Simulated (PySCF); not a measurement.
Input file for PySCF: D3(BJ) and D4 dispersion corrections on AsFH4 (a complex), monomers drawn apart or pushed together.

```python
from pyscf import gto
from pyscf.dispersion import dftd3, dftd4

mol = gto.M(
    atom='''
    F     0.39188062   -0.76984146   -0.41880109
    H     0.33146659   -0.43536347    0.45414705
    As    0.15604570    0.55038802    3.01972825
    H     1.33275306    1.20918397    3.71615456
    H    -0.19448679   -0.33056945    4.20492822
    H    -0.82452387    1.64420350    3.40144238
    ''',
    basis='def2-svp',
    charge=0, spin=0, verbose=0, max_memory=1800)
d3, d4 = {}, {}
for xc in ['hf', 'pbe', 'blyp', 'revpbe', 'tpss', 'r2scan', 'b3lyp', 'pbe0', 'bhlyp', 'camb3lyp', 'b2plyp']:
    d3[xc] = float(dftd3.DFTD3Dispersion(mol, xc=xc, version='d3bj', atm=False).get_dispersion()['energy'])
    print(f'D3(BJ) {xc:10s} {d3[xc]:14.8f} Eh')
for xc in ['hf', 'pbe', 'blyp', 'revpbe', 'tpss', 'r2scan', 'b3lyp', 'pbe0', 'bhlyp', 'camb3lyp', 'b2plyp']:
    d4[xc] = float(dftd4.DFTD4Dispersion(mol, xc={'camb3lyp': 'cam-b3lyp'}.get(xc, xc), atm=True).get_dispersion()['energy'])
    print(f'D4     {xc:10s} {d4[xc]:14.8f} Eh')
```

Output:

```
D3(BJ) hf            -0.02007396 Eh
D3(BJ) pbe           -0.00221097 Eh
D3(BJ) blyp          -0.00478724 Eh
D3(BJ) revpbe        -0.00564661 Eh
D3(BJ) tpss          -0.00279621 Eh
D3(BJ) r2scan        -0.00061088 Eh
D3(BJ) b3lyp         -0.00391456 Eh
D3(BJ) pbe0          -0.00191729 Eh
D3(BJ) bhlyp         -0.00309056 Eh
D3(BJ) camb3lyp      -0.00175040 Eh
D3(BJ) b2plyp        -0.00182657 Eh
D4     hf            -0.00671401 Eh
D4     pbe           -0.00182938 Eh
D4     blyp          -0.00405317 Eh
D4     revpbe        -0.00589571 Eh
D4     tpss          -0.00247386 Eh
D4     r2scan        -0.00046331 Eh
D4     b3lyp         -0.00293795 Eh
D4     pbe0          -0.00154700 Eh
D4     bhlyp         -0.00216155 Eh
D4     camb3lyp      -0.00156536 Eh
D4     b2plyp        -0.00128241 Eh
```

The run finished.

Cost: very roughly 0.010 core-seconds.
